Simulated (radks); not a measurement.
Isoelectronic series with 55 electrons, each ion in its NIST ground configuration. All-electron calculation, scalar-relativistic Kohn-Sham, BLYP, spin-polarised, spherical densities, point nucleus; open shells are filled with parallel spins first (spin-orbit coupling, left out, can overturn this in heavy ions). Program: a radial shooting solver on a logarithmic mesh with Libxc functionals. Total energies (hartree) and orbital eigenvalues (Ry):

\begin{tabular}{lrrrr}
ion & configuration & E (hartree) & 4d down & 4d up \\ \hline
Cs & [Xe] 6s1 & -7787.6318 & -5.43200 & -5.43298 \\
Ba+ & [Xe] 6s1 & -8136.0916 & -6.98793 & -6.98979 \\
La2+ & [Xe] 5d1 & -8493.4040 & -8.54835 & -8.55178 \\
Ce3+ & [Xe] 4f1 & -8859.8766 & -9.79926 & -9.85584 \\
Pr4+ & [Xe] 4f1 & -9235.2788 & -11.78090 & -11.84468 \\
Nd5+ & [Kr] 4d10 4f2 5s2 5p5 & -9619.3682 & -13.38995 & -13.53472 \\
Pm6+ & [Kr] 4d10 4f3 5s2 5p4 & -10012.8300 & -15.06962 & -15.30002 \\
Sm7+ & [Kr] 4d10 4f4 5s2 5p3 & -10415.7673 & -16.82072 & -17.14113 \\
Eu8+ & [Kr] 4d10 4f5 5s2 5p2 & -10828.0835 & -18.67332 & -19.05682 \\
Gd9+ & [Kr] 4d10 4f5 5s2 5p2 & -11250.0348 & -21.20963 & -21.61546 \\
Tb10+ & [Kr] 4d10 4f6 5s2 5p1 & -11681.6140 & -23.23813 & -23.70876 \\
Dy11+ & [Kr] 4d10 4f7 5s2 & -12123.0326 & -25.34273 & -25.87792 \\
Ho12+ & [Kr] 4d10 4f7 5s2 & -12573.9012 & -28.22969 & -28.78819 \\
Er13+ & [Kr] 4d10 4f7 5s2 & -13034.3897 & -31.26339 & -31.84405 \\
Tm14+ & [Kr] 4d10 4f9 & -13503.4500 & -33.26655 & -33.67938 \\
Yb15+ & [Kr] 4d10 4f9 & -13983.8926 & -36.50366 & -36.93124 \\
Lu16+ & [Kr] 4d10 4f9 & -14474.2265 & -39.88354 & -40.32536 \\
Hf17+ & [Kr] 4d10 4f9 & -14974.5342 & -43.40418 & -43.85980 \\
\end{tabular}
